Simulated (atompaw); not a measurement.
rhenium: variants of one PAW (atompaw) potential

Base potential:

```json
{"Element": "rhenium", "Generator": "atompaw 4.2.0.5", "Type": "PAW", "Functional": "LDA (PW92)", "Relativity": "scalar-relativistic", "Frozen core": "[Kr] 4d10 4f14 5s2", "Valence charge": "13", "Reference configuration": "5p6 5d5 6s2 6p0", "Partial waves": "6s (bound): rc 2.70 bohr; 6s channel at 2.05 Ry: rc 2.70 bohr; 5p (bound): rc 1.95 bohr; 6p (bound, empty): rc 2.05 bohr; 5d (bound): rc 2.70 bohr; 5d channel at 0.15 Ry: rc 2.70 bohr", "Local potential": "bessel scheme, radius 2.55 bohr", "Core correction": "smooth core density matched at 2.45 bohr", "Augmentation charge": "besselshape compensation charge, radius 2.05 bohr; PAW radius 2.70 bohr; waves and projectors: custom rrkj gramschmidtortho"}
```

All-electron outer shells of the reference configuration (LDA (PW92), scalar-relativistic, ld1.x):

| shell | level (eV) | outermost node (bohr) | outermost maximum (bohr) |
| --- | --- | --- | --- |
| 5s | -85.51 | 0.52 | 0.93 |
| 5p | -47.21 | 0.56 | 1.06 |
| 4f | -42.59 | – | 0.41 |
| 6s | -6.15 | 1.24 | 2.54 |
| 5d | -5.57 | 0.62 | 1.43 |
| 6p | -1.43 | 1.48 | 3.61 |

Cutoffs, loose and tight: the cutoffs (Ry, on a coarse ladder) from which the occupation-weighted sum of valence levels, in a spherical-Bessel basis at the reference potential, stays within 10 and 1 mRy of its value at 400 Ry. They see the waves, projectors and local potential, not the compensation charge or the core. A dash means not determined.

| change | outcome | cutoff, loose | cutoff, tight | bound ghosts |
| --- | --- | --- | --- | --- |
| base | generated | 21 Ry | 40 Ry | none |
| wave 5d (bound): rc 2.70 bohr becomes 5d (bound): rc 1.46 bohr | generated | 45 Ry | 70 Ry | none |
| wave 5d (bound): rc 2.70 bohr becomes 5d (bound): rc 1.96 bohr | generated | 30 Ry | 45 Ry | none |
| wave 5d (bound): rc 2.70 bohr becomes 5d (bound): rc 2.14 bohr | generated | 25 Ry | 40 Ry | none |
| wave 5d (bound): rc 2.70 bohr becomes 5d (bound): rc 2.32 bohr | generated | 25 Ry | 40 Ry | none |
| wave 5d (bound): rc 2.70 bohr becomes 5d (bound): rc 2.50 bohr | generated | 25 Ry | 40 Ry | none |
| wave 5d (bound): rc 2.70 bohr becomes 5d (bound): rc 2.58 bohr | generated | 21 Ry | 40 Ry | none |

(1) What comes out with this change to the base: wave 5d (bound): rc 2.70 bohr becomes 5d (bound): rc 1.60 bohr?

(2) What comes out with this change to the base: wave 5d (bound): rc 2.70 bohr becomes 5d (bound): rc 1.82 bohr?

Results:

(1) outcome: generated; cutoff, loose: 40 Ry; cutoff, tight: 60 Ry; bound ghosts: none.

(2) outcome: generated; cutoff, loose: 30 Ry; cutoff, tight: 50 Ry; bound ghosts: none.
